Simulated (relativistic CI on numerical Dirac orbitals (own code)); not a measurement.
**Hyperfine structure of In³²⁺, mass number 113**

Computed by Dirac-Coulomb-Breit CI, orbitals from a KLI potential per configuration, model QED (radiative potential, 1s self-energy scaled to tabulated hydrogen-like ionisation energies), unscaled Slater integrals (own radial code, finite nucleus).

Configurations in the expansion (outside the closed core [Ne]): 3s²3p⁵, 3s3p⁶, 3s²3p⁴3d, 3s3p⁵3d, 3p⁶3d, 3s3p⁴3d², 3s²3p³3d4p, 3p⁶4s, 3s3p⁴3d4s, 3s²3p⁴4s, 3p⁶4p, 3s²3p⁴4p, 3s²3p³3d², 3s²3p²3d³, 3s3p³3d³, 3s²3p²3d²4s, 3s²3p²3d²4p. Double excitations out of closed p, d and f shells are left out; levels of such configurations are missing from the list, as are those of other unlisted configurations, and high levels can miss mixing partners.

Nuclear spin I = 9/2, μ = 5.5208 μN, Q = 0.761 b (tables of Stone and Pyykkö). The electronic factors are computed for point nuclear moments, without core polarisation or the Bohr-Weisskopf and QED corrections.

```tsv
Level	E (cm⁻¹)	A (GHz)	B (GHz)
3s²3p⁵ ²P°3/2	0	59.36	-68.9
3s²3p⁵ ²P°1/2	393116	363.5	
3s²3p⁴3d ⁴D5/2	1114010	43.48	-7.02
3s²3p⁴3d ²P1/2	1152979	184.8	
3s²3p⁴3d ⁴F9/2	1218301	33.37	30.3
3s²3p⁴3d ²D3/2	1228124	31.29	34.2
```

Levels with J = 0, under 50 % of one LS term, or S terms without an open s electron are left out. Small factors come from cancelling terms and can be off by tens of per cent or more.

At this charge energies of transitions that change n are usually good to better than 1 %, and those within a shell (Δn = 0) to a few per cent.

(1) Give the hyperfine levels of 3s²3p⁵ ²P°1/2 relative to its centre of gravity.

## Answers

(1) With K = F(F + 1) − I(I + 1) − J(J + 1), E = AK/2: F = 4: -999.7, F = 5: 818 GHz.

LS names give the leading component of a level, which can be under half, so a name can repeat, a term be missing and a line seem to break the LS rules.
